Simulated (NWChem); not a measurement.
The numbers come from NWChem runs, not from measurements. System: C2H4NO, charge 0, spin multiplicity 2, displaced from the optimised geometry. The structure started from a generated list of species. Its SCF solution wasn't tested for a lower state. Level: UPBE/def2-TZVP.

Job file:

```
start mol
memory heap 200 mb stack 900 mb global 1100 mb
geometry units angstroms nocenter noautoz
  C      1.382160     0.403086     0.000000
  C     -0.083016    -0.029501     0.000000
  N     -1.081907     0.852638     0.000000
  O     -0.426157    -1.273486     0.000000
  H      1.900797    -0.010226    -0.906437
  H      1.444475     1.521824     0.000000
  H      1.900797    -0.010226     0.906437
  H     -2.058325     0.476542     0.000000
  symmetry group Cs
end
basis spherical
  * library def2-tzvp
end
dft
  xc xpbe96 cpbe96
  odft
  mult 2
  semidirect memsize 60000000 filesize 0
  iterations 100
  convergence energy 1e-9 density 1e-8 gradient 1e-7
end
task dft gradient
```

NWChem printed:

```
             Northwest Computational Chemistry Package (NWChem) 7.3.0
             --------------------------------------------------------

                                NWChem Input Module
                                -------------------

 Scaling coordinates for geometry "geometry" by  1.889725989
 (inverse scale =  0.529177249)

 Turning off AUTOSYM since
 SYMMETRY directive was detected!

                             Geometry "geometry" -> ""
                             -------------------------

 Output coordinates in angstroms (scale by  1.889725989 to convert to a.u.)

  No.       Tag          Charge          X              Y              Z
 ---- ---------------- ---------- -------------- -------------- --------------
    1 C                    6.0000     1.38216000     0.40308600     0.00000000
    2 C                    6.0000    -0.08301600    -0.02950100     0.00000000
    3 N                    7.0000    -1.08190700     0.85263800     0.00000000
    4 O                    8.0000    -0.42615700    -1.27348600     0.00000000
    5 H                    1.0000     1.90079700    -0.01022600    -0.90643700
    6 H                    1.0000     1.44447500     1.52182400     0.00000000
    7 H                    1.0000     1.90079700    -0.01022600     0.90643700
    8 H                    1.0000    -2.05832500     0.47654200     0.00000000

 Effective nuclear repulsion energy (a.u.)     111.2332601738

            Nuclear Dipole moment (a.u.)
            ----------------------------
        X                 Y               Z
 ---------------- ---------------- ----------------
     0.0000056692     0.0000037795     0.0000000000

      Symmetry information
      --------------------

 Group name             Cs
 Group number              2
 Group order               2
 No. of unique centers     7

      Symmetry unique atoms

     1    2    3    4    5    6    8


 Summary of "ao basis" -> "" (spherical)
 ------------------------------------------------------------------------------
       Tag                 Description            Shells   Functions and Types
[...]
          Charge           :     0
          Spin multiplicity:     2
          Use of symmetry is: on ; symmetry adaption is: on
          Maximum number of iterations: 100
          AO basis - number of functions:   148
                     number of shells:    60
          Convergence on energy requested:  1.00D-09
          Convergence on density requested:  1.00D-08
          Convergence on gradient requested:  1.00D-07

              XC Information
              --------------
          PerdewBurkeErnzerhof Exchange Functional  1.000
            Perdew 1991 LDA Correlation Functional  1.000 local
           PerdewBurkeErnz. Correlation Functional  1.000 non-local

             Grid Information
             ----------------
          Grid used for XC integration:  medium
          Radial quadrature: Mura-Knowles
          Angular quadrature: Lebedev.
          Tag              B.-S. Rad. Rad. Pts. Rad. Cut. Ang. Pts.
          ---              ---------- --------- --------- ---------
          C                   0.70       49          10.0       434
          N                   0.65       49          10.0       434
          O                   0.60       49          10.0       434
          H                   0.35       45          11.0       434
          Grid pruning is: on
          Number of quadrature shells:   331
          Spatial weights used:  Erf1

          Convergence Information
          -----------------------
          Convergence aids based upon iterative change in
          total energy or number of iterations.
          Levelshifting, if invoked, occurs when the
          HOMO/LUMO gap drops below (HL_TOL):  1.00D-02
          DIIS, if invoked, will attempt to extrapolate
          using up to (NFOCK): 10 stored Fock matrices.

                    Damping( 0%)  Levelshifting(0.5)       DIIS
                  --------------- ------------------- ---------------
          dE  on:    start            ASAP                start
          dE off:    2 iters        100 iters           100 iters

      Screening Tolerance Information
      -------------------------------
          Density screening/tol_rho:  1.00D-12
          AO Gaussian exp screening on grid/accAOfunc:  21
          CD Gaussian exp screening on grid/accCDfunc:  20
          XC Gaussian exp screening on grid/accXCfunc:  20
          Schwarz screening/accCoul:  1.00D-10

                            NWChem DFT Gradient Module
                            --------------------------

  charge          =   0.00
  wavefunction    = open shell

  Using symmetry

                         DFT ENERGY GRADIENTS

    atom               coordinates                        gradient
                 x          y          z           x          y          z
   1 C       2.611904   0.761722   0.000000    0.002813   0.001492   0.000000
   2 C      -0.156877  -0.055749   0.000000    0.005642   0.001968   0.000000
   3 N      -2.044508   1.611252   0.000000   -0.005423   0.018811   0.000000
   4 O      -0.805320  -2.406540   0.000000   -0.005396  -0.022030   0.000000
   5 H       3.591985  -0.019324  -1.712918    0.007145  -0.005312  -0.011336
   6 H       2.729662   2.875830   0.000000    0.001334   0.014110   0.000000
   7 H       3.591985  -0.019324   1.712918    0.007145  -0.005312   0.011336
   8 H      -3.889670   0.900534   0.000000   -0.013260  -0.003728   0.000000

                 ----------------------------------------
                 |  Time  |  1-e(secs)   |  2-e(secs)   |
                 ----------------------------------------
                 |  CPU   |       0.03   |      24.81   |
                 ----------------------------------------
                 |  WALL  |       0.03   |      24.81   |
                 ----------------------------------------

 Task  times  cpu:       55.0s     wall:       55.0s

 Total times  cpu:       55.1s     wall:       55.1s
```
